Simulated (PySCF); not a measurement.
# Solvent effects on NMR parameters

Numbering as in the mapped SMILES `[CH3:1][C:2]#[C:3][C@H:4]1[CH2:5][CH2:6][C:7](=[O:8])[NH:9][CH2:10]1` (H(Xn): hydrogen on atom n). Ha(C5), Ha(C6), Ha(C10) are cis to C3 on the ring; Hb(C5), Hb(C6), Hb(C10) are trans to C3 on the ring.

GIAO PBE0/pcSseg-1 in PySCF 2.14.0 with density-fitted response routines on one PBE0-D3(BJ)/def2-SVP conformer, non-relativistic, equivalent nuclei averaged. Solvents enter as an IEF-PCM continuum (chloroform with ε = 4.7, water with ε = 78.4) around the gas-phase geometry. Shifts are referred to TMS computed in the same medium.

In chloroform, δ in ppm: C7 172.1, C2 85.7, C3 85.6, C10 50.0, C6 33.5, C5 31.7, C4 28.0, C1 4.4, H(N9) 4.67, Hb(C10) 3.33, Ha(C10) 3.14, H(C4) 2.53, Hb(C6) 2.21, Ha(C6) 2.06. Dipole moment 5.31 D.

Q: How does each δ change in the more polar medium?

A: 
| atoms | environment | Δδ, water |
| --- | --- | --- |
| C7 | amide carbonyl carbon | +1.7 |
| C2 | alkyne carbon | +0.6 |
| C3 | alkyne carbon | +0.5 |
| C10 | sp3 CH2 bonded to N | +0.2 |
| C6 | sp3 CH2 α to a carbonyl | +0.4 |
| C5 | sp3 CH2 in a ring | +0.1 |
| C4 | propargylic sp3 CH | 0.0 |
| C1 | propargylic methyl carbon | 0.0 |
| H(N9) | hydrogen on an amide-type nitrogen | +0.19 |
| Hb(C10) | hydrogen on an sp3 CH2 bonded to N | +0.06 |
| Ha(C10) | hydrogen on an sp3 CH2 bonded to N | +0.02 |
| H(C4) | hydrogen on a propargylic sp3 CH | +0.06 |
| Hb(C6) | hydrogen on an sp3 CH2 α to a carbonyl | +0.06 |
| Ha(C6) | hydrogen on an sp3 CH2 α to a carbonyl | -0.03 |

Changes are relative to chloroform. The dipole moment becomes 5.60 D in water.

Q: Which nuclei move most (in ppm), and what does the model miss?

A: C7 (amide carbonyl carbon, +1.7 ppm) in water. A continuum only polarises the solute; specific hydrogen bonds, the anisotropy of aromatic solvents and changes of geometry or conformer are outside it.
